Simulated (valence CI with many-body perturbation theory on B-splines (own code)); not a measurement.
Hyperfine factors and g values of Hg⁴⁸⁺

Calculated by valence CI with perturbative core correlation (CI+MBPT): four valence electrons over a frozen Dirac-Fock core [Ar] 3d10, radial functions for each j: 11 s, 11 p, 9 d, 7 f, 5 g, 2 h, 1 i, with the one-electron correlation potential Σ1 (screened to all orders), the two-electron term Σ2, the three-electron term Σ3, Breit, model QED; selected single and double excitations, second order for the rest (own B-spline code, finite nucleus).

No measured spectrum was set against this ion. As an estimate, large intervals hold to a few tenths of a per cent, small ones and those within an open d or f shell to about a per cent.

A/g_I is the dipole constant over the nuclear g factor μ/I (μ in nuclear magnetons, uniformly magnetised nucleus), B/Q the quadrupole constant per barn. Both hold the static response of the core; the bare values leave it out. Large factors of s and p1/2 electrons are usually good to 5 to 10 %; those of open d and f shells near neutrality can be off by tens of per cent, and small factors of p3/2, d and f electrons come from cancelling terms and can be off by a factor of two or in sign, in half-filled shells by more. B is blank for J = 1/2, where it vanishes, and for nearly pure S terms. Energies count from the lowest level. Levels with J = 0 are left out.

Levels are named by their leading jj configuration (3d3/2^4 stands for four electrons in 3d with j = 3/2), which in mixed levels can hold well under half, so a name can repeat and another be missing. Letters in brackets count levels of one name in rising energy.

| Level | E (Ry) | g | A/g_I (MHz) | A/g_I bare | B/Q (MHz/b) | B/Q bare |
| --- | --- | --- | --- | --- | --- | --- |
| (4s^2 4p1/2 4p3/2) J=1 | 10.373 | 1.496 | -96900 | -94900 | 82100 | 79700 |
| (4s^2 4p1/2 4p3/2) J=2 | 10.726 | 1.172 | 257000 | 249000 | 149000 | 145000 |
| (4s 4p1/2^2 4p3/2) J=2 | 18.600 | 1.546 | 643000 | 624000 | 152000 | 147000 |
| (4s 4p1/2^2 4p3/2) J=1 | 19.806 | 1.082 | -474000 | -460000 | 101000 | 98000 |
| (4s^2 4p3/2^2) J=2 | 21.368 | 1.317 | 81600 | 78600 | 14700 | 14300 |
| (4s^2 4p1/2 4d3/2) J=2 | 23.192 | 0.759 | 226000 | 220000 | 32800 | 32400 |
| (4s^2 4p1/2 4d3/2) J=1 | 24.722 | 0.851 | -167000 | -160000 | 13900 | 13800 |
| (4s^2 4p1/2 4d5/2) J=2 | 26.147 | 1.314 | -63800 | -61100 | 14200 | 14100 |
| (4s^2 4p1/2 4d5/2) J=3 | 26.244 | 1.121 | 157000 | 153000 | 16200 | 16200 |
| (4s 4p1/2 4p3/2^2) J=2 [a] | 28.794 | 1.518 | 390000 | 378000 | 52100 | 50600 |
| (4s 4p1/2 4p3/2^2) J=3 | 29.465 | 1.313 | 557000 | 541000 | 12500 | 12300 |
| (4s 4p1/2 4p3/2^2) J=1 [a] | 30.499 | 1.289 | 700000 | 679000 | -121000 | -118000 |
| (4s 4p1/2 4p3/2^2) J=2 [b] | 30.665 | 1.087 | 3470 | 3310 | -21500 | -20900 |
| (4s 4p1/2 4p3/2^2) J=1 [b] | 30.787 | 1.356 | 181000 | 175000 | 79900 | 77600 |
| (4s 4p1/2^2 4d3/2) J=1 | 31.517 | 0.435 | -536000 | -519000 | 14200 | 14100 |
| (4s 4p1/2^2 4d3/2) J=2 | 31.814 | 1.145 | 590000 | 573000 | 26600 | 26400 |
| (4s 4p1/2^2 4d5/2) J=3 | 34.328 | 1.353 | 399000 | 388000 | 24400 | 24200 |
| (4s^2 4p3/2 4d3/2) J=2 | 34.880 | 1.049 | 45600 | 44600 | -7400 | -7150 |
| (4s 4p1/2^2 4d5/2) J=2 | 34.955 | 1.034 | -337000 | -325000 | 9800 | 9990 |
| (4s^2 4p3/2 4d3/2) J=1 | 35.020 | 1.118 | 66500 | 64900 | -74300 | -72400 |
| (4s^2 4p3/2 4d3/2) J=3 | 35.052 | 1.102 | 65600 | 64100 | 169000 | 165000 |
| (4s^2 4p3/2 4d5/2) J=4 | 36.321 | 1.245 | 40100 | 39200 | 199000 | 193000 |
| (4s^2 4p3/2 4d5/2) J=2 | 36.632 | 1.257 | 57700 | 56700 | -110000 | -106000 |
| (4s^2 4p3/2 4d5/2) J=3 | 37.803 | 1.191 | 43800 | 42900 | 6710 | 6950 |
| (4s^2 4p3/2 4d5/2) J=1 | 38.023 | 1.078 | -28300 | -25700 | 23800 | 23300 |
| (4p1/2^2 4p3/2^2) J=2 | 38.897 | 1.288 | 78200 | 76100 | 25400 | 24700 |
| (4s^2 4p1/2 4f5/2) J=3 | 40.065 | 0.823 | 113000 | 111000 | 23300 | 21900 |
| (4s^2 4p1/2 4f5/2) J=2 | 40.561 | 0.872 | -144000 | -139000 | 6060 | 5360 |
| (4s 4p3/2^3) J=2 | 40.832 | 1.425 | 626000 | 607000 | -163000 | -158000 |
| (4s^2 4p1/2 4f7/2) J=3 | 41.002 | 1.194 | -21200 | -19700 | 17100 | 15800 |
| (4s^2 4p1/2 4f7/2) J=4 | 41.021 | 1.089 | 140000 | 136000 | 22800 | 21200 |
| (4s 4p1/2 4p3/2 4d3/2) J=1 [a] | 41.200 | 1.155 | 260000 | 253000 | -77900 | -75800 |
| (4s 4p1/2 4p3/2 4d3/2) J=2 [a] | 41.260 | 1.103 | 227000 | 221000 | -41400 | -40200 |
| (4s 4p1/2 4p3/2 4d3/2) J=3 [a] | 41.548 | 1.155 | 324000 | 315000 | 15700 | 15300 |

(1) Take the isotope of mass number 201, with I = 3/2, μ = -0.558 μN and Q = 0.387 b. What is the hyperfine structure of (4s 4p1/2^2 4p3/2) J=2?

Results:

(1) From the table A = -239000 MHz, B = 58800 MHz. Shifts from the centre of gravity in MHz: F = 1/2: 1130000, F = 3/2: 717000, F = 5/2: 82800, F = 7/2: -702000.
